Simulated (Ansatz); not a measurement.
C$_{3}$H$_{10}$B$_{2}$ (`BCCBC`), relaxed with RKS PBE0-D4/def2-TZVP in Ansatz from a PBE-D4/def2-SVP geometry. The force threshold is 0.005 eV/Å; the program also tests the step.

Total charge 0; spin multiplicity 1.

Start:

```xyz
15

B    -0.182    0.642    2.286
C     0.479    0.831    0.897
C    -0.753    0.198    0.168
B    -0.550   -0.512   -1.226
C     0.828   -0.912   -1.841
H    -0.987    1.452    2.714
H    -0.018   -0.401    2.899
H     1.392    0.236    0.707
H     0.625    1.867    0.537
H    -1.171   -0.679    0.749
H    -1.615    0.896    0.124
H    -1.573   -0.744   -1.857
H     1.683   -0.951   -1.137
H     0.793   -1.833   -2.456
H     1.051   -0.088   -2.564
```

Question: How much energy does the relaxation release, and in how many steps? (Best estimate.)

Answer: Ansatz gave: 1.67 kcal/mol, in 31 steps, 5 of them rejected.

Question: Which bonds change most? (Best estimate.)

Answer: Computed: C3–H10 from 1.132 to 1.102 Å; B1–H7 from 1.220 to 1.200 Å; B4–H12 from 1.225 to 1.204 Å; B1–H6 from 1.219 to 1.200 Å.

Question: Give the relaxed structure. (An estimate is asked.)

Answer: The calculation gave: 
```xyz
15

B    -0.201    0.875    2.316
C     0.488    0.443    1.003
C    -0.756   -0.075    0.232
B    -0.541   -0.605   -1.226
C     0.818   -0.623   -1.978
H    -0.680    1.970    2.423
H    -0.389    0.082    3.196
H     1.209   -0.371    1.104
H     0.951    1.252    0.433
H    -1.257   -0.889    0.781
H    -1.539    0.697    0.164
H    -1.528   -0.984   -1.802
H     1.702   -0.489   -1.353
H     0.940   -1.507   -2.611
H     0.786    0.225   -2.681
```
